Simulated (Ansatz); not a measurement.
Spectroscopic constants of NaLi-, multiplicity 4 (an upper state: multiplicity 2 came lower at CCSD(T)/def2-TZVPP on PBE0 minima).

The constants come from a fifth-degree fit in 1/R (seven points, main isotopes). In def2 and cc sets the state is the lowest found near the PBE0 minimum, followed along R.

Correlated levels freeze the inner cores; with def2 sets outer-core shells near the valence are correlated too.

The values were computed with Ansatz (an electronic-structure program). Values without a source in brackets are computed.

```csv
level,r_e (Å),ω_e (cm⁻¹),ω_e x_e (cm⁻¹)
PBE/def2-TZVPP,3.473,…,1.8
PBE0/def2-TZVPP,3.454,134,1.6
CCSD/def2-TZVPP,3.390,152,1.4
CCSD(T)/def2-TZVPP,…,…,1.3
```

Complete the blanks.


- CCSD(T)/def2-TZVPP, r_e (Å): 3.388
- CCSD(T)/def2-TZVPP, ω_e (cm⁻¹): 153
- PBE/def2-TZVPP, ω_e (cm⁻¹): 130
